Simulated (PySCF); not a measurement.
Compound: C₇H₉NSe.
Atom-mapped SMILES: `[CH3:1]/[CH:2]=[C:3](/[CH3:4])[c:5]1[cH:6][se:7][cH:8][n:9]1` (hydrogens: H10, H11, H12 on C1; H13 on C2; H14, H15, H16 on C4; H17 on C6; H18 on C8)

Method: PBE0-D3(BJ)/def2-SVP geometry optimisation, gas phase in PySCF 2.14.0; density fitting, grid level 1; the optimiser is geomeTRIC in internal coordinates, started from a GFN2-xTB structure with every atom displaced at random (about 0.01 Å).

Step 0: E = -74212.2273 eV
```
atom  x, y, z in Å  |  force x, y, z in eV/Å
C1     -1.6593   -1.5298    0.6736   -1.352   1.664   0.240
C2     -1.6299   -0.1058    0.1658   -1.048  -0.665   0.263
C3     -0.5528    0.5956   -0.1742    1.468   0.706  -0.335
C4     -0.6221    2.0190   -0.6524   -2.364  -0.725   0.559
C5      0.8174    0.0564   -0.1009   -0.045   0.594   0.121
C6      1.9517    0.7902   -0.3784    0.309  -0.211  -0.042
Se7     3.5023   -0.2259   -0.1757   -0.674   0.064  -0.021
C8      2.2801   -1.5714    0.2942   -0.349   0.444   0.062
N9      1.0395   -1.2259    0.2957    0.495  -0.592  -0.162
H10    -1.0853   -1.6156    1.5831    0.435  -0.245   0.496
H11    -1.2725   -2.1942   -0.0566    0.594  -1.006  -0.814
H12    -2.7002   -1.7911    0.8905   -0.147  -0.182   0.046
H13    -2.6086    0.4071    0.0596    0.401  -0.198   0.063
H14    -0.1529    2.6998    0.0324    0.598   0.609   0.551
H15    -1.7041    2.3029   -0.6974    0.616   0.028  -0.059
H16    -0.2197    2.1379   -1.6340    0.595   0.172  -1.063
H17     2.0107    1.8243   -0.6835   -0.003   0.278  -0.104
H18     2.5782   -2.5616    0.5727    0.471  -0.735   0.198
```

Problem. Estimate the geometry and energy of step 1. (The exact step hangs on the optimiser's Hessian estimate; all steps are aligned on step 0, rigid shifts and turns removed.)

Solution. E = -74212.4104 eV, largest force 0.312 eV/Å
```
atom  x, y, z in Å  |  force x, y, z in eV/Å
C1     -1.7584   -1.5234    0.6523    0.215  -0.140  -0.147
C2     -1.6198   -0.1148    0.1762    0.058   0.142  -0.035
C3     -0.5097    0.5943   -0.1343   -0.218  -0.137   0.032
C4     -0.6567    2.0122   -0.6033    0.237   0.174  -0.105
C5      0.8582    0.0663   -0.0709    0.020  -0.080  -0.011
C6      1.9710    0.7835   -0.4580   -0.004  -0.010  -0.015
Se7     3.5060   -0.2272   -0.2968    0.063   0.014   0.083
C8      2.3483   -1.5537    0.3442   -0.070  -0.028  -0.056
N9      1.1066   -1.2187    0.3680   -0.027   0.062   0.017
H10    -1.2166   -1.6836    1.5973   -0.014  -0.040  -0.021
H11    -1.3196   -2.2416   -0.0689   -0.096   0.145   0.187
H12    -2.8161   -1.7765    0.8017   -0.029  -0.018   0.011
H13    -2.5589    0.4401    0.0571    0.007  -0.037   0.006
H14    -0.1687    2.7225    0.0902    0.028  -0.062  -0.093
H15    -1.7112    2.3001   -0.6729   -0.102  -0.013  -0.007
H16    -0.2015    2.1602   -1.6039   -0.075  -0.007   0.197
H17     2.0028    1.8081   -0.8222   -0.003  -0.024  -0.016
H18     2.7167   -2.5356    0.6587    0.010   0.060  -0.026
```

The energy changes by -0.1831 eV. The first-order estimate −F·Δx gives -0.4296 eV and the mean of the old and new forces, exact on a quadratic surface, -0.1859 eV. The step makes an angle of 77° with the force vector and moves no atom by more than 0.165 Å.

What follows is the cost of the whole optimisation. Time: 3.6 min of wall time; peak memory 0.86 GiB. Hardware: one thread of an Arm Neoverse V1, shared host with 32 logical CPUs at a one-minute load of 16.
